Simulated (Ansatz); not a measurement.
A made-up structure of AlSiH$_{3}$OF (charge -1), singlet:

```
7
angstrom
O -0.5323 -0.9190 0.2544
Si 1.0080 -0.3231 0.4135
F 2.0713 -1.2805 -0.3989
Al -0.9249 0.6886 -0.4555
H -1.0027 -1.6289 0.7188
H -1.8920 1.6652 0.4019
H -1.2390 0.7500 -2.0409
```

It is relaxed with PBE-D4/def2-SVPD and then PBE0-D4/def2-TZVPD (Ansatz 0.2.0). Atoms count as bonded within 1.22 times the sum of their covalent radii (H–H: 0.88 Å). The end point is not checked to be a true minimum.

Question: Does its bonding change? (A judgement: the text doesn't fix the answer.)

Answer: The calculation gives: No: no bond forms or breaks.

Where it ends: The first stage lowers the energy by 1.38 eV in 13 steps. It ends as AlSiH₃OF ([F][Si]1[OH][AlH2]1), total charge -1:
O1  (-0.607, -1.068, 0.115)
Si2  (1.095, -0.378, 0.638)
F3  (1.960, -1.128, -0.577)
Al4  (-0.746, 0.766, -0.502)
H5  (-1.118, -1.393, 0.856)
H6  (-1.903, 1.448, 0.427)
H7  (-1.192, 0.705, -2.063)
(Å)

Labels in which every atom is bracketed show which atoms are joined, not bond orders.

For scale, one of the runs: PBE0-D4/def2-TZVPD relaxation, 193 basis functions, launched by `ansatz run in.yaml --threads 2 --pin off --events-out ev --progress --plain --max-ram 4352MiB`. Hardware: 2 CPU threads of an Arm Neoverse V2, shared host. Wall time about 75 s.
